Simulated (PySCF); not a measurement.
Level of theory: PySCF, delta-SCF UKS SCAN, pcX-2 on the ionised atom, pcseg-1 elsewhere, spin-free X2C. Geometries: PBE0-D3(BJ)/def2-SVP; isolated species, one conformer each. Kα1 is taken as the energy difference of the 1s-hole and 2p3/2-hole states at the ground state's geometry. Spin–orbit and ligand-field terms were added within each 2p shell after the spin-free SCF.

```
                                                           site  Si 2p3/2 (eV)
   Si4 in `[CH3:1][CH:2]([CH3:3])[SiH2:4][O:5][SiH2:6][SiH3:7]`         106.96
Si7 in `[CH3:1][CH:2]([CH3:3])[Si@@H:4]([SiH3:5])[O:6][SiH3:7]`         107.44
   Si7 in `[CH3:1][CH:2]([CH3:3])[O:4][SiH2:5][SiH2:6][SiH3:7]`         106.26
Si7 in `[CH3:1][CH2:2][Si@H:3]([OH:4])[CH:5]([SiH3:6])[SiH3:7]`         106.62
```

Task: What are the Si 1s binding energies, and the Kα1 emission energies that follow?

Result: 
```tsv
site	bonded to	1s (eV)	2p3/2 (eV)	Kα1 = 1s − 2p3/2 (eV)
Si7 in `[CH3:1][CH:2]([CH3:3])[O:4][SiH2:5][SiH2:6][SiH3:7]`	3 H and Si	1845.97	106.26	1739.71
Si7 in `[CH3:1][CH2:2][Si@H:3]([OH:4])[CH:5]([SiH3:6])[SiH3:7]`	C and 3 H	1846.38	106.62	1739.76
Si4 in `[CH3:1][CH:2]([CH3:3])[SiH2:4][O:5][SiH2:6][SiH3:7]`	O, C and 2 H	1846.88	106.96	1739.92
Si7 in `[CH3:1][CH:2]([CH3:3])[Si@@H:4]([SiH3:5])[O:6][SiH3:7]`	O and 3 H	1847.37	107.44	1739.93
```

Ranges: 1s 1.40 eV, 2p3/2 1.18 eV, Kα1 0.22 eV. A straight-line fit of 1s on 2p3/2 has slope 1.21.
